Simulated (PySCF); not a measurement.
**How a change of structure moves an absorption spectrum**

Theory: TDDFT CAM-B3LYP/def2-SVPD, vertical, gas phase, core orbitals frozen in the response (PySCF 2.14.0, density-fitted response routines). Geometries: GFN2-xTB; one conformer of each isolated species. Triplets are in the Tamm–Dancoff approximation.

Parent: `O=[PH]1CCC1`, with lowest singlet excitation energy 7.24 eV, lowest triplet energy 6.94 eV, HOMO–LUMO gap 10.40 eV, mean static polarisability 58.8 au, HOMO energy -9.24 eV. Its spectrum: 171 nm (f 0.007); 170 nm (f 0.005); 167 nm (f 0.006); 163 nm (f 0.007); 162 nm (f 0.039).

Shifts from the parent:

```
             change                SMILES  Δ S1 (eV)  Δ T1 (eV)  Δ gap (eV)  Δ α (au)  Δ HOMO (eV)
H replaced by vinyl         C=CP1(=O)CCC1      -1.21      -2.57       -1.05     +23.6        +0.23
 H replaced by C2H5  CC[C@@H]1CC[P@@H]1=O      -0.14      -0.25       -0.15     +22.8        +0.19
 H replaced by C2H5          CCP1(=O)CCC1      +0.01      +0.08       -0.46     +23.4        +0.40
```

(1) Predict the same shifts for this change: H replaced by COCH3 (`CC(=O)P1(=O)CCC1`).

Results:

(1) Δ lowest singlet excitation energy -3.63 eV, Δ lowest triplet energy -3.88 eV, Δ HOMO–LUMO gap -2.43 eV, Δ mean static polarisability +25.4 au, Δ HOMO energy +0.75 eV. Spectrum: 3.61 eV (f 0.001); 5.72 eV (f 0.029); 6.24 eV (f 0.001); 6.76 eV (f 0.002); 7.16 eV (f 0.011). S1 falls most with H replaced by COCH3 (-3.63 eV), and none raises it by more than 0.03 eV. S1 is simply the lowest singlet of each species and needn't be the same kind of state throughout. Over these 4 changes the shifts of S1 and of the HOMO–LUMO gap correlate with r = 0.99.

Lowest levels of each derivative:
- `CC(=O)P1(=O)CCC1`: 3.61 eV (f 0.001); 5.72 eV (f 0.029); 6.24 eV (f 0.001)
- `C=CP1(=O)CCC1`: 6.03 eV (f 0.001); 6.42 eV (f 0.082); 7.35 eV (f 0.025)
- `CC[C@@H]1CC[P@@H]1=O`: 7.10 eV (f 0.020); 7.13 eV (f 0.003); 7.46 eV (f 0.013)
- `CCP1(=O)CCC1`: 7.25 eV (f 0.027); 7.42 eV (f 0.032); 7.58 eV (f 0.003)
